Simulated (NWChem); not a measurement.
System: sulfur trioxide (SO₃); SMILES O=S(=O)=O

The following NWChem deck was run.

```
start job
memory heap 200 mb stack 900 mb global 1100 mb
geometry units angstroms noautosym nocenter noautoz
  O     -1.019236    -1.019236     0.000000
  S      0.000000     0.000000     0.000000
  O     -0.373066     1.392302     0.000000
  O      1.392302    -0.373066     0.000000
end
basis spherical
  * library pcsseg-1
end
dft
  xc slater vwn_5
  iterations 150
end
property
  shielding 2 1 2
end
task dft property
```

Output (shortened):

```
             Northwest Computational Chemistry Package (NWChem) 7.3.0
             --------------------------------------------------------

                             Geometry "geometry" -> ""
                             -------------------------

 Output coordinates in angstroms (scale by  1.889725989 to convert to a.u.)

  No.       Tag          Charge          X              Y              Z
 ---- ---------------- ---------- -------------- -------------- --------------
    1 O                    8.0000    -1.01923600    -1.01923600     0.00000000
    2 S                   16.0000     0.00000000     0.00000000     0.00000000
    3 O                    8.0000    -0.37306600     1.39230200     0.00000000
    4 O                    8.0000     1.39230200    -0.37306600     0.00000000

 Effective nuclear repulsion energy (a.u.)     181.6712275646

                              NWChem Property Module
                              ----------------------

  itol2e modified to match energy
  convergence criterion.

                                 NWChem DFT Module
                                 -----------------

 Summary of "ao basis" -> "ao basis" (spherical)
 ------------------------------------------------------------------------------
       Tag                 Description            Shells   Functions and Types
 ---------------- ------------------------------  ------  ---------------------
 O                          pcsseg-1                 7       17   3s3p1d
 S                          pcsseg-1                10       24   4s5p1d

  itol2e modified to match energy
  convergence criterion.

            General Information
            -------------------
          SCF calculation type: DFT
          Wavefunction type:  closed shell.
          No. of atoms     :     4
          No. of electrons :    40
           Alpha electrons :    20
            Beta electrons :    20
          Charge           :     0
          Spin multiplicity:     1
          Use of symmetry is: off; symmetry adaption is: off
          Maximum number of iterations: 150
          AO basis - number of functions:    75
                     number of shells:    31
          Convergence on energy requested:  1.00D-07
          Convergence on density requested:  1.00D-05
          Convergence on gradient requested:  5.00D-04

              XC Information
              --------------
                        Slater Exchange Functional  1.000 local
                      VWN V Correlation Functional  1.000 local

             Grid Information
             ----------------
          Grid used for XC integration:  fine
          Radial quadrature: Mura-Knowles
          Angular quadrature: Lebedev.
          Tag              B.-S. Rad. Rad. Pts. Rad. Cut. Ang. Pts.
          ---              ---------- --------- --------- ---------
          O                   0.60       70           7.0       590
          S                   1.00      123           6.0       770
          Grid pruning is: on
          Number of quadrature shells:   333
          Spatial weights used:  Erf1

      Superposition of Atomic Density Guess
      -------------------------------------

 Sum of atomic energies:        -621.68809115

      Non-variational initial energy
      ------------------------------

 Total energy =    -623.189556
 1-e energy   =   -1220.110752
 2-e energy   =     415.249969
 HOMO         =      -0.423035
 LUMO         =      -0.045363

[...]

          -----------------------------------------
          Chemical Shielding Tensors (GIAO, in ppm)
          -----------------------------------------

                                NWChem CPHF Module
                                ------------------

  scftype          =     RHF
  nclosed          =       20
  nopen            =        0
  variables        =     1100
  # of vectors     =        3
  tolerance        = 0.10D-03
  level shift      = 0.00D+00
  max iterations   =       50
  max subspace     =       30

 SCF residual:    1.1017271194883702E-004

Iterative solution of linear equations
  No. of variables     1100
  No. of equations        3
  Maximum subspace       30
        Iterations       50
       Convergence  1.0D-04

   iter   nsub   residual    time
   ----  ------  --------  ---------
     1      3    6.94D-05      17.6

      Atom:    1  O
        Diamagnetic
    403.3655     17.9386      0.0000
     17.9386    403.3655      0.0000
      0.0000      0.0000    387.3237

        Paramagnetic
   -446.8930     80.9085      0.0000
     80.9085   -446.8918      0.0000
      0.0000      0.0000   -441.1634

        Total Shielding Tensor
    -43.5275     98.8471      0.0000
     98.8471    -43.5263      0.0000
      0.0000      0.0000    -53.8397

           isotropic =     -46.9645
          anisotropy =    -143.1142

          Principal Components and Axis System
                 1           2           3
             -142.3740     55.3202    -53.8397

      1         0.7071      0.7071     -0.0000
      2        -0.7071      0.7071     -0.0000
      3        -0.0000      0.0000      1.0000

      Atom:    2  S
        Diamagnetic
   1061.3764      0.0001     -0.0000
      0.0001   1061.3764     -0.0000
     -0.0000     -0.0000   1056.0279

        Paramagnetic
   -988.1185     -0.0065      0.0000
     -0.0065   -988.1175      0.0000
      0.0000      0.0000  -1037.4149

        Total Shielding Tensor
     73.2579     -0.0064      0.0000
     -0.0064     73.2590      0.0000
      0.0000      0.0000     18.6130

           isotropic =      55.0433
          anisotropy =      27.3324

          Principal Components and Axis System
                 1           2           3
               73.2649     73.2520     18.6130

      1        -0.6788      0.7343     -0.0000
      2         0.7343      0.6788     -0.0000
      3         0.0000      0.0000      1.0000
```

Level: LDA (Slater exchange, VWN5)/pcSseg-1, GIAO. Structure relaxed at the PBE0/def2-SVP level. The printed shielding anisotropy is the first printed principal value minus the mean of the other two.
